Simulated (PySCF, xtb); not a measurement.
CH₆ClFOSi₂, SMILES C[SiH2][Si@](O)(F)Cl.

GFN2-xTB (xtb) at its own geometry gives an orbital gap of 4.98 eV and a dipole moment of 2.02 D.

Coordinates come from a B3LYP-D3(BJ)/def2-SVP optimisation. The structure was generated by enumeration; whether it is a known compound was not checked. The values are those of a single conformer.

Q: What does HF/def2-TZVP (PySCF) give? (An estimate is asked for; the answer gives what the named calculation found.)

A: gap 14.22 eV (levels -11.42 and 2.80 eV), dipole 1.71 D.
